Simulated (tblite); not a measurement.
Problem. Give a GFN2-xTB geometry of `CO[SiH][SiH3]` [radical]. (Doublet state.)

Solution. 
Z-matrix in Å and degrees, rows numbered from 1:
```
C 
O   1  1.3866
Si  2  1.6425  1  129.03
Si  3  2.2854  2  113.78  1    45.95
H   1  1.0941  2  111.00  3    66.29
H   1  1.0948  2  111.18  3   -54.53
H   1  1.0913  2  108.27  3  -174.34
H   3  1.4632  2   93.95  1   177.84
H   4  1.4759  3  124.09  2    53.57
H   4  1.4660  3  106.87  2   176.29
H   4  1.4743  3  107.98  2   -67.86
```

Of the pairs four or more bonds apart, Si4···H6 is among the closest relative to their van der Waals radii: 3.31 Å, 100 % of the sum of Bondi's values. Si4 (silicon bonded to Si and 3 H) is distorted tetrahedral (angles from 103.7° to 124.1°). Si3 (silicon bonded to O, Si and H) is pyramidal (angles 125.6°, 113.8° and 94.0°, sum 333.3°, 0.52 Å off the plane of its three neighbours).

The geometry is computed with GFN2-xTB (gas phase). This method treats the open shell by occupation alone, without spin polarisation.

Point group: C1 (no symmetry element, even within 0.4 Å). Its GFN2-xTB frequencies are all real (lowest 78 cm⁻¹). Torsions: C1–O2–Si3–Si4 46°. 3 starts were optimised and ended at 0.00, 0.68 and 0.77 kcal/mol (GFN2-xTB); the lowest of these is shown.

The run took 0.37 s wall on an Arm Neoverse V2 with one thread, no GPU, shared host. These figures are those of the optimisation.

One conformer stands for the species.
